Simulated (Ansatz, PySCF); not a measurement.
FH₆NSi₂, SMILES N[SiH2][SiH2]F. Atoms are numbered in the order given.

```xyz
10

Si     1.0604    -0.4042    -0.6389
F      1.9404    -0.2261     0.7313
Si    -1.0442     0.5885    -0.2798
N     -1.9395    -0.0740     1.0540
H      0.9399    -1.8737    -0.8985
H      1.8350     0.2084    -1.7625
H     -1.8457     0.4113    -1.5319
H     -0.8379     2.0461    -0.0192
H     -2.2664    -1.0326     0.9915
H     -1.6040     0.1173     1.9925
```

Coordinates come from a PBE0-D3(BJ)/def2-SVP optimisation. The structure was generated by enumeration, and PubChem lists no compound with its InChIKey, so it may never have been made. Other conformers were not sampled.

Two levels are set side by side: PBE-D3(BJ)/def2-SVP (Ansatz, a first-principles code) and PBE0-D3(BJ)/def2-SVP (Ansatz). Each level has its own optimised geometry; the coordinates shown are those of the second. Frequencies come from the Hessian of PySCF at each geometry. Differences are taken from unrounded values.

```csv
quantity,PBE0-D3(BJ),PBE-D3(BJ),PBE-D3(BJ) minus PBE0-D3(BJ)
mean bond length (Å),1.527,1.539,0.012
bond Si1–F2 (Å),1.638,1.653,0.015
bond Si1–Si3 (Å),2.354,2.364,0.010
bond Si3–N4 (Å),1.738,1.755,0.018
bond Si1–H5 (Å),1.497,1.509,0.012
bond Si1–H6 (Å),1.496,1.508,0.012
bond Si3–H7 (Å),1.497,1.508,0.011
bond Si3–H8 (Å),1.495,1.506,0.011
bond N4–H9 (Å),1.015,1.025,0.010
bond N4–H10 (Å),1.015,1.025,0.010
highest harmonic wavenumber (cm⁻¹),3698,3560,-139
mean harmonic wavenumber (cm⁻¹),1151,1114,-37
zero-point energy (kcal/mol),39.50,38.22,-1.28
```

Exact exchange shortens and stiffens bonds; PBE has none. Differences between two approximate levels are no errors against the true value.
